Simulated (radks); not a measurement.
Values are calculated unless marked as measured or tabulated.
Ionisation of neutral helium, [He], to He+, 1s1, under several functionals. Scalar-relativistic Kohn-Sham, spin-polarised, spherical densities, finite nucleus; open shells are filled with parallel spins first; a radial shooting solver on a logarithmic mesh with Libxc functionals.

| functional | E(He) (hartree) | Exc (hartree) | IE (eV) | -e(HOMO) (eV) | <r> HOMO (bohr) | IE error (eV) |
|---|---|---|---|---|---|---|
| B86b exchange with PBE correlation | -2.90296 | -1.05798 | 24.577 | 15.843 | 0.9438 | -0.010 |
| Wu-Cohen GGA | -2.87157 | -1.02177 | 24.216 | 15.612 | 0.9476 | -0.371 |
| PBEsol | -2.85786 | -1.00435 | 24.169 | 15.499 | 0.9512 | -0.419 |
| LDA (Slater exchange, Perdew-Zunger correlation) | -2.83442 | -0.97249 | 24.284 | 15.517 | 0.9595 | -0.303 |
| AM05 | -2.85269 | -0.99619 | 24.351 | 15.432 | 0.9539 | -0.236 |
| exchange-only r2SCAN | -2.86730 | -1.02539 | 23.593 | 16.000 | 0.9382 | -0.994 |
| exchange-only LDA | -2.72377 | -0.85284 | 22.071 | 14.068 | 0.9720 | -2.517 |
| revPBE | -2.90810 | -1.06434 | 24.629 | 15.794 | 0.9431 | +0.042 |
| exchange-only PBE | -2.85218 | -1.00171 | 23.520 | 15.051 | 0.9528 | -1.067 |

NIST Atomic Spectra Database: 24.587 eV (measured). Closest: B86b exchange with PBE correlation. The Delta-SCF values span 2.56 eV, the total energies 0.18 hartree. The highest occupied level is 1s.
